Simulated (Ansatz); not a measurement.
BH3N (SMILES B=[NH2+]) moved off its minimum; all values from Ansatz (a quantum-chemistry and plane-wave program), cores frozen in correlated methods.
(charge 1, multiplicity 1)
```xyz
5

B      0.73603    -0.00355     0.26810
N     -0.60822    -0.02261    -0.25045
H      1.69340    -0.13396     0.77727
H     -1.01273     0.86767    -0.38863
H     -1.01795    -0.71292    -0.31973
```

```json
[
 {"level": "HF/def2-TZVPP", "largest force (eV/Å)": "22.70", "on atom": "N2", "rms difference from CCSD(T)/aug-cc-pVTZ (eV/Å)": "0.350", "dipole (D)": "-"},
 {"level": "PBE/def2-TZVPP", "largest force (eV/Å)": "22.21", "on atom": "N2", "rms difference from CCSD(T)/aug-cc-pVTZ (eV/Å)": "0.153", "dipole (D)": "-"},
 {"level": "r2SCAN/def2-TZVPP", "largest force (eV/Å)": "22.30", "on atom": "N2", "rms difference from CCSD(T)/aug-cc-pVTZ (eV/Å)": "0.140", "dipole (D)": "-"},
 {"level": "B3LYP/def2-TZVPP", "largest force (eV/Å)": "22.26", "on atom": "N2", "rms difference from CCSD(T)/aug-cc-pVTZ (eV/Å)": "0.129", "dipole (D)": "-"},
 {"level": "wB97M-V/def2-TZVPP", "largest force (eV/Å)": "22.35", "on atom": "N2", "rms difference from CCSD(T)/aug-cc-pVTZ (eV/Å)": "0.147", "dipole (D)": "-"},
 {"level": "MP2/aug-cc-pVTZ", "largest force (eV/Å)": "22.20", "on atom": "N2", "rms difference from CCSD(T)/aug-cc-pVTZ (eV/Å)": "0.054", "dipole (D)": "-"},
 {"level": "CCSD(T)/aug-cc-pVTZ", "largest force (eV/Å)": "22.09", "on atom": "N2", "rms difference from CCSD(T)/aug-cc-pVTZ (eV/Å)": "0.000", "dipole (D)": "-"}
]
```

The differences count from one level among others, with limits of its own. Forces at CCSD(T)/aug-cc-pVTZ (eV/Å):

```csv
atom,Fx,Fy,Fz
B1,-6.927,-0.425,-2.635
N2,15.334,15.412,3.885
H3,2.525,-0.024,1.056
H4,-1.026,0.963,-0.442
H5,-9.905,-15.927,-1.864
```
